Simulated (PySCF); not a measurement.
Species: 2-methylpyridine-N-oxide, C₆H₇NO.
InChI=1S/C6H7NO/c1-6-4-2-3-5-7(6)8/h2-5H,1H3

The geometry is computed with GFN2-xTB (gas phase).

Take the most abundant isotopes and a rigid rotor. 

Task: What are A, B and C (MHz)?

Result: Ia = 141.04, Ib = 218.31, Ic = 356.28 u·Å²; 505379 MHz·u·Å²/I gives A = 3583, B = 2315, C = 1419 MHz.

Task: What kind of rotor is it?

Result: An asymmetric top: κ = (2 × 2315 − 3583 − 1419)/(3583 − 1419) = -0.17.

Task: What does the inertial defect say?

Result: Not planar: Δ = Ic − Ia − Ib = -3.07 u·Å². For a rigid frame Δ = −2 Σ m c², so Σ m c² = 1.54 u·Å² lies off the ab plane, practically all of it from hydrogen. The atom farthest from that plane is 0.87 Å away.

Task: Give the other two planar moments, Paa and Pbb, and the rms extents of the mass along the axes.

Result: Paa = Σ m a² = (Ib + Ic − Ia)/2 = 216.77 and Pbb = Σ m b² = (Ia + Ic − Ib)/2 = 139.50 u·Å². With the mass M = 109.05 u, the rms extents √(P/M) along a, b and c are 1.41, 1.13, 0.12 Å.

Task: Give the coordinates in the principal-axis frame, origin at the centre of mass.

Result: The sense of each axis is arbitrary; atoms in the order of the calculation.
```tsv
atom	mass (u)	a (Å)	b (Å)	c (Å)
C1	12.000	-1.908	-1.268	0.000
C2	12.000	-0.542	-0.675	0.000
C3	12.000	0.624	-1.411	0.000
C4	12.000	1.862	-0.787	0.000
C5	12.000	1.892	0.598	0.000
C6	12.000	0.713	1.304	0.000
N7	14.003	-0.491	0.689	0.000
O8	15.995	-1.554	1.362	0.000
H9	1.008	-2.457	-0.916	0.873
H10	1.008	-1.866	-2.352	0.000
H11	1.008	-2.457	-0.917	-0.873
H12	1.008	0.553	-2.487	-0.001
H13	1.008	2.772	-1.365	-0.001
H14	1.008	2.827	1.135	0.001
H15	1.008	0.669	2.382	0.000
```

Task: Where do the levels up to J = 2 lie, in cm⁻¹?

Result: Above 0(0,0):
J = 1: 1(0,1) 0.1245, 1(1,1) 0.1668, 1(1,0) 0.1967
J = 2: 2(0,2) 0.3624, 2(1,2) 0.3860, 2(1,1) 0.4757, 2(2,1) 0.6026, 2(2,0) 0.6138
Those of J = 1 are B + C, A + C and A + B.

Task: Estimate the classical rotational partition function at 10 K, 100 K and 500 K.

Result: Point group Cs, symmetry number σ = 1; q = (√π/σ)·√((kT/h)³/(ABC)), k/h = 20836.6 MHz/K: 1550 at 10 K, 49100 at 100 K, 549000 at 500 K.

No frequency check. These are rigid-rotor constants of the computed structure; measured ground-state constants (B0) also hold zero-point vibration.
